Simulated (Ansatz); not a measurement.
## A relaxation, step by step

Si₂H₅ClO₂F₂, closed shell, PBE0-D4/def2-TZVP (Ansatz 0.2.0). Settings:

```yaml
hamiltonian: {xc: pbe0, dispersion: d4}
relax: {f_tol: 0.005, max_steps: 200}
```

Start, a step off a saddle point along its unstable mode:

```json
{"atom": "Si1", "x (Å)": "0.6976", "y (Å)": "1.0029", "z (Å)": "0.3875"}
{"atom": "O2", "x (Å)": "-0.3693", "y (Å)": "-0.4716", "z (Å)": "0.2515"}
{"atom": "Si3", "x (Å)": "-1.3937", "y (Å)": "-1.1039", "z (Å)": "-0.9895"}
{"atom": "F4", "x (Å)": "-0.0539", "y (Å)": "2.2796", "z (Å)": "0.9672"}
{"atom": "F5", "x (Å)": "0.2109", "y (Å)": "1.2475", "z (Å)": "-1.1631"}
{"atom": "O6", "x (Å)": "2.2901", "y (Å)": "0.9335", "z (Å)": "0.0222"}
{"atom": "H7", "x (Å)": "-0.2800", "y (Å)": "-0.8984", "z (Å)": "1.0556"}
{"atom": "Cl8", "x (Å)": "1.0247", "y (Å)": "0.1945", "z (Å)": "2.3881"}
{"atom": "H9", "x (Å)": "-2.4422", "y (Å)": "-0.1084", "z (Å)": "-1.2549"}
{"atom": "H10", "x (Å)": "-0.5466", "y (Å)": "-1.4240", "z (Å)": "-2.1472"}
{"atom": "H11", "x (Å)": "-1.9169", "y (Å)": "-2.3128", "z (Å)": "-0.3175"}
{"atom": "H12", "x (Å)": "2.7791", "y (Å)": "0.6614", "z (Å)": "0.8000"}
```

```csv
step,energy less the last (meV),largest force component (eV/Å)
1,179.3,2.975
2,42.8,0.613
3,15.5,0.266
4,7.1,0.335
5 (rejected trial),32.4,0.560
6,1.1,0.076
7,0.9,0.055
8,0.5,0.082
9,0.0,0.021
10,0.0,0.006
11 (rejected trial),0.0,0.015
12,0.0,0.003
```

Step 2, positions (Å) and forces (eV/Å):

```tsv
atom	x	y	z	Fx	Fy	Fz
Si1	0.697	0.993	0.387	-0.129	0.198	-0.603
O2	-0.374	-0.489	0.279	-0.031	0.198	-0.451
Si3	-1.380	-1.088	-0.992	0.118	0.149	0.032
F4	-0.048	2.277	0.958	0.110	-0.027	0.010
F5	0.188	1.217	-1.158	0.008	-0.077	0.079
O6	2.281	0.935	-0.011	-0.265	-0.036	0.316
H7	-0.304	-0.945	1.121	-0.027	-0.398	0.613
Cl8	1.018	0.202	2.429	0.092	-0.059	0.161
H9	-2.420	-0.086	-1.270	-0.001	0.011	-0.005
H10	-0.528	-1.411	-2.147	0.011	0.003	-0.009
H11	-1.934	-2.303	-0.354	-0.025	-0.010	-0.038
H12	2.806	0.697	0.759	0.140	0.050	-0.106
```

Last step (12):

```xyz
12
angstrom
Si 0.6687 0.9459 0.3939
O -0.3923 -0.5378 0.3653
Si -1.3416 -1.0356 -0.9949
F -0.0570 2.2535 0.9229
F 0.1103 1.0762 -1.1492
O 2.2323 0.9304 -0.0474
H -0.3632 -1.0125 1.2118
Cl 1.0790 0.2282 2.4559
H -2.3479 -0.0027 -1.2831
H -0.4442 -1.3687 -2.1114
H -1.9796 -2.2574 -0.4480
H 2.8354 0.7807 0.6840
```

Hardware: 4 CPU threads of an AMD EPYC 7R13 and a share of one NVIDIA H100, shared host. Wall time 29 s; peak host memory 0.98 GiB.
